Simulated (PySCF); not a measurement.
Isomers of C5H3ClO2, one GFN2-xTB conformer each. Single-point energies are computed at PBE0/pcSseg-1 (PySCF, gas phase, no added dispersion term), electronic only.

```csv
SMILES,GFN2-xTB relative energy (kJ/mol)
O=c1ccocc1Cl,44.9
O=C(Cl)c1ccco1,0.0
```

Conformers: `[O:1]=[C:2]([Cl:3])[c:4]1[cH:5][cH:6][cH:7][o:8]1` with O1–C2–C4–C5 0°.

What does PBE0/pcSseg-1 give for the same structures?

| SMILES | PBE0/pcSseg-1 E (Eh) | PBE0/pcSseg-1 (kJ/mol) | GFN2-xTB (kJ/mol) | point group |
| --- | --- | --- | --- | --- |
| O=C(Cl)c1ccco1 | -802.37621 | 0.0 | 0.0 | Cs |
| O=c1ccocc1Cl | -802.35917 | 44.7 | 44.9 | Cs |

Both levels put the same isomer lowest. 

Which frontier levels, dipoles and rotational constants go with these structures?

| SMILES | HOMO (eV, PBE0/pcSseg-1) | LUMO (eV) | dipole (D) | A, B, C (MHz) |
| --- | --- | --- | --- | --- |
| O=C(Cl)c1ccco1 | -7.67 | -2.17 | 4.53 | 3925, 1290, 971.0 |
| O=c1ccocc1Cl | -7.51 | -1.51 | 4.53 | 3051, 1565, 1034 |
